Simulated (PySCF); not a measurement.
# Absolute configuration from chiroptical data

The calculation used TDDFT PBE0/def2-SVPD circular dichroism and optical rotation, one conformer, gas phase (PySCF). Geometry: GFN2-xTB.

The calculation is non-relativistic, which matters for the atoms heavier than Zn.

Values for one enantiomer of C$_{3}$H$_{9}$BrGe$_{2}$, R in 10⁻⁴⁰ esu² cm² (velocity form):
| λ (nm) | f | R |
| --- | --- | --- |
| 243 | 0.039 | +12.1 |
| 233 | 0.055 | -14.4 |
| 214 | 0.043 | +47.5 |
| 205 | 0.045 | -4.9 |
| 203 | 0.051 | -8.4 |
| 198 | 0.017 | +35.1 |
| 193 | 0.070 | +19.5 |
| 190 | 0.006 | -5.3 |
| 186 | 0.124 | -61.7 |
| 181 | 0.012 | +13.7 |
| 180 | 0.016 | +4.6 |
| 179 | 0.001 | -4.7 |

[α] at 589.3 nm: +104 deg dm⁻¹ (g/mL)⁻¹ (origin-invariant length gauge).

Question: Which structure gives these signs?
A. C[C@@H]1[CH2][GeH2][Ge@@H]1[Br]
B. C[C@H]1[CH2][GeH2][Ge@H]1[Br]

Answer: A. Its CIP labels in SMILES order are R, R; the other enantiomer gives every sign reversed.

Geometry of C[C@@H]1[CH2][GeH2][Ge@@H]1[Br] as run:
```xyz
15

C    -1.454   -0.972    0.215
C    -0.734    0.141   -0.531
C     0.567   -0.357   -1.167
Ge    1.970    0.071    0.214
Ge    0.052    1.497    0.797
Br   -1.012    1.595    2.857
H    -2.327   -0.586    0.744
H    -1.788   -1.748   -0.473
H    -0.785   -1.431    0.947
H    -1.406    0.576   -1.273
H     0.789    0.197   -2.083
H     0.508   -1.411   -1.436
H     2.324   -1.097    1.125
H     3.325    0.539   -0.307
H    -0.032    2.993    0.349
```
